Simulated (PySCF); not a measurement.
InHFCl, SMILES [InH]([F])[Cl].

The structure is a stationary point at B3LYP-D3(BJ)/def2-TZVP. The def2 effective core potentials stand for the cores of In; spin–orbit coupling is left out.

All values below come from TDDFT-CAM-B3LYP/def2-SVPD (PySCF).

Vertical excitations. Gas-phase values at a fixed geometry. State labels are in the subgroup Cs.

```
state  symmetry  energy (eV)  λ (nm)      f                                                main pairs
-----  --------  -----------  ------  -----  --------------------------------------------------------
S1           A'         5.99     207  0.035                                          HOMO→LUMO+1 93 %
S2           A"         6.07     204  0.001                                            HOMO→LUMO 86 %
S3           A"         6.14     202  0.021                                        HOMO−1→LUMO+1 85 %
S4           A'         6.49     191  0.002                      HOMO−1→LUMO 80 %, HOMO−2→LUMO+1 15 %
S5           A"         6.61     187  0.009                                          HOMO−2→LUMO 97 %
S6           A'         7.05     176  0.170  HOMO−2→LUMO+1 52 %, HOMO−5→LUMO+1 22 %, HOMO−1→LUMO 10 %
S7           A"         7.39     168  0.024                                        HOMO−3→LUMO+1 92 %
S8           A"         7.65     162  0.018                                          HOMO−4→LUMO 97 %
S9           A'         7.69     161  0.016                      HOMO−3→LUMO 70 %, HOMO−4→LUMO+1 19 %
S10          A"         7.81     159  0.012                                          HOMO−5→LUMO 97 %
T1           A'         5.38     230      0                      HOMO→LUMO+1 77 %, HOMO−2→LUMO+1 15 %
T2           A"         5.75     216      0                                        HOMO−1→LUMO+1 92 %
T3           A'         5.81     213      0                      HOMO−2→LUMO+1 74 %, HOMO→LUMO+1 16 %
T4           A"         5.89     210      0                                            HOMO→LUMO 84 %
```
Triplets are in the Tamm–Dancoff approximation, which puts them higher than full response would, so one can lie above its singlet here.
